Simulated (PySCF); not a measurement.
Isomers C₇H₁₀F₂O₂:

A. `InChI=1S/C7H10F2O2/c8-7(9)11-5-3-1-2-4-6(5)10-4/h4-7H,1-3H2/t4-,5-,6-/m1/s1`
B. SMILES FC(F)O[C@@H]1CC[C@H]2O[C@H]2C1
C. `CO[C@@H]1[C@H](F)CCC(=O)[C@H]1F`
D. SMILES CO[C@@H]1[C@@H](F)CCC(=O)[C@@H]1F
E. `CO[C@@H]1[C@H](F)C(=O)CC[C@@H]1F`

Spectrum 1. ¹H NMR (500 MHz, computed): δ 5.46 (m, 1H), 4.55 (m, 1H), 4.20 (m, 1H), 3.77 (s, 3H), 2.85 (m, 1H), 2.64 (m, 1H), 2.27 (m, 1H), 2.19 (m, 1H). ¹³C{¹H} NMR (computed): δ 209.0 (C), 96.7 (CH), 95.8 (CH), 85.5 (CH), 62.6 (CH3), 37.0 (CH2), 29.2 (CH2).

Spectrum 2. ¹H NMR (500 MHz, computed): δ 6.48 (m, 1H), 3.79 (m, 1H), 3.18 (m, 1H), 2.96 (m, 1H), 2.15 (m, 1H), 1.98 (m, 1H), 1.57 (m, 1H), 1.36 (m, 1H), 1.32 (m, 1H), 1.29 (m, 1H). ¹³C{¹H} NMR (computed): δ 127.4 (CH), 79.8 (CH), 52.1 (CH), 51.1 (CH), 32.1 (CH2), 29.3 (CH2), 17.5 (CH2).

Spectrum 3. ¹H NMR (500 MHz, computed): δ 5.57 (m, 1H), 5.06 (m, 1H), 4.40 (m, 1H), 3.79 (s, 3H), 2.65 (m, 1H), 2.32 (m, 1H), 2.30 (m, 1H), 2.19 (m, 1H). ¹³C{¹H} NMR (computed): δ 209.0 (C), 100.0 (CH), 93.9 (CH), 88.5 (CH), 62.3 (CH3), 39.1 (CH2), 32.4 (CH2).

Spectrum 4. ¹H NMR (500 MHz, computed): δ 6.33 (m, 1H), 3.77 (m, 1H), 2.98 (m, 1H), 2.79 (m, 1H), 2.72 (m, 1H), 2.04 (m, 1H), 1.99 (m, 1H), 1.81 (m, 1H), 1.69 (m, 1H), 1.46 (m, 1H). ¹³C{¹H} NMR (computed): δ 126.7 (CH), 78.9 (CH), 53.1 (CH), 48.5 (CH), 38.0 (CH2), 32.7 (CH2), 28.5 (CH2).

Spectrum 5. ¹H NMR (500 MHz, computed): δ 5.02 (m, 1H), 4.99 (m, 1H), 4.36 (m, 1H), 3.81 (s, 3H), 2.86 (m, 1H), 2.31 (m, 1H), 2.04 (m, 1H), 2.02 (m, 1H). ¹³C{¹H} NMR (computed): δ 207.6 (C), 99.7 (CH), 93.6 (CH), 88.5 (CH), 62.1 (CH3), 37.3 (CH2), 30.2 (CH2).

- geometry from GFN2-xTB
- shielding tensors at PBE0/pcSseg-1 (GIAO)
- program: PySCF
- no solvent model, averaged over atoms made equivalent by symmetry, fast rotation or ring inversion, relativity neglected, one conformer

Chemical shifts δ = σref − σ; TMS for ¹H (31.72 ppm), ¹³C (186.93 ppm), all at this level. Splittings of carbon signals by F and P are missing where no couplings were computed. Where no couplings were computed, multiplicities follow the n + 1 count of equivalent neighbours, and m marks all less simple cases (inequivalent or close neighbours, rings, F or P nearby). Shifts are as computed. Against solution values, carbons near 30 ppm lie about +3 ppm off and those near 130 ppm about +5 ppm. Of 1309 compounds with measured shifts, 239 miss one by over three times the rms of a fit or turn the order of signals round; such compounds aren't used in these exercises.

Q: Match each spectrum to its structure.

A: 1–C, 2–A, 3–D, 4–B, 5–E.

- Spectrum 1 (C): 7 ¹³C signals; δC 209.0 is a ketone carbonyl carbon; δC 96.7 is an sp3 CH bonded to F.
- Spectrum 2 (A): 7 ¹³C signals; δC 127.4 is an sp3 CH bonded to 2 F and O; δC 79.8 is an sp3 CH bonded to O.
- Spectrum 3 (D): 7 ¹³C signals; δC 209.0 is a ketone carbonyl carbon; δC 100.0 is an sp3 CH bonded to F, α to a carbonyl.
- Spectrum 4 (B): 7 ¹³C signals; δC 126.7 is an sp3 CH bonded to 2 F and O; δC 78.9 is an sp3 CH bonded to O.
- Spectrum 5 (E): 7 ¹³C signals; δC 207.6 is a ketone carbonyl carbon; δC 99.7 is an sp3 CH bonded to F, α to a carbonyl.
